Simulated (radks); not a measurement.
All-electron atom: Tb in [Xe] 4f9 6s2 (the NIST ground configuration).

All-electron calculation, scalar-relativistic Kohn-Sham, PBE, spin-polarised, spherical densities, finite nucleus; open shells are filled with parallel spins first (spin-orbit coupling, left out, can overturn this in heavy ions); Fermi nuclear charge, rms radius 5.06 fm; hard spherical wall at 7 bohr. Program: a radial shooting solver on a logarithmic mesh with Libxc functionals.

Energy parts (eV):
total: -318594.64
kinetic: 342855.37
electron-nucleus: -778663.58
Hartree: 124182.40
exchange-correlation: -6968.83

Orbitals (lengths in bohr, moments of r in powers of bohr; <r^-3> diverges for s and p1/2; r(max) is where P^2 peaks):
| orbital | occ. | eigenvalue (eV) | r(max) | <r^-3> | <r> |
|---|---|---|---|---|---|
| 1s up | 1 | -51850.03 | 0.01364 | - | 0.02151 |
| 1s down | 1 | -51850.03 | 0.01364 | - | 0.02151 |
| 2s up | 1 | -8593.881 | 0.07750 | - | 0.09150 |
| 2s down | 1 | -8593.845 | 0.07750 | - | 0.09150 |
| 2p up | 3 | -7636.885 | 0.06280 | 12100 | 0.08089 |
| 2p down | 3 | -7636.859 | 0.06280 | 12100 | 0.08088 |
| 3s up | 1 | -1905.545 | 0.2198 | - | 0.2394 |
| 3s down | 1 | -1903.695 | 0.2197 | - | 0.2393 |
| 3p up | 3 | -1610.334 | 0.2158 | 2555 | 0.2382 |
| 3p down | 3 | -1608.492 | 0.2157 | 2559 | 0.2380 |
| 3d up | 5 | -1225.338 | 0.1765 | 343.3 | 0.2166 |
| 3d down | 5 | -1223.929 | 0.1764 | 343.9 | 0.2164 |
| 4s up | 1 | -377.8493 | 0.5048 | - | 0.5415 |
| 4s down | 1 | -373.6230 | 0.5047 | - | 0.5415 |
| 4p up | 3 | -280.6495 | 0.5270 | 570.6 | 0.5737 |
| 4p down | 3 | -276.4581 | 0.5269 | 569.8 | 0.5738 |
| 4d up | 5 | -147.2014 | 0.5469 | 64.06 | 0.6236 |
| 4d down | 5 | -143.0534 | 0.5467 | 63.88 | 0.6243 |
| 5s up | 1 | -47.0775 | 1.178 | - | 1.321 |
| 5s down | 1 | -44.8956 | 1.188 | - | 1.337 |
| 5p up | 3 | -24.2177 | 1.343 | 73.47 | 1.565 |
| 5p down | 3 | -22.6464 | 1.360 | 69.41 | 1.595 |
| 4f up | 7 | -3.1504 | 0.5548 | 8.350 | 0.8893 |
| 6s up | 1 | -2.4858 | 3.401 | - | 3.621 |
| 6s down | 1 | -2.2998 | 3.462 | - | 3.659 |
| 5d up | 0 | -0.2044 | 2.081 | 2.475 | 2.831 |
| 5d down | 0 | 0.2099 | 2.202 | 2.128 | 2.941 |
| 4f down | 2 | 0.4102 | 0.5572 | 7.870 | 0.9659 |
| 6p up | 0 | 1.2429 | 4.061 | 8.745 | 4.055 |
| 6p down | 0 | 1.3852 | 4.103 | 8.752 | 4.078 |
| 7s up | 0 | 10.1183 | 5.358 | - | 4.209 |
| 7s down | 0 | 10.3870 | 5.375 | - | 4.204 |

The highest occupied level is 4f down at 0.410 eV. The configuration is held as typed, so some empty levels lie below it. Spin moment in Bohr magnetons: 5. Summed over all electrons, <r^2> = 68.95 bohr^2, which gives a Langevin (diamagnetic) susceptibility term of -54.6 x 10^-6 cm^3/mol. The density falls to 0.001 e/bohr^3 at r = 5.07 bohr. The spin density at the nucleus is 2.26 e/bohr^3 (1s 0.01, 2s -0.72, 3s -12.34, 4s 2.01, 5s 12.29, 6s 1.02). The pressure on the wall is 2.00 GPa. The electron density at the nucleus is 7.203e+05 e/bohr^3 (large components only).
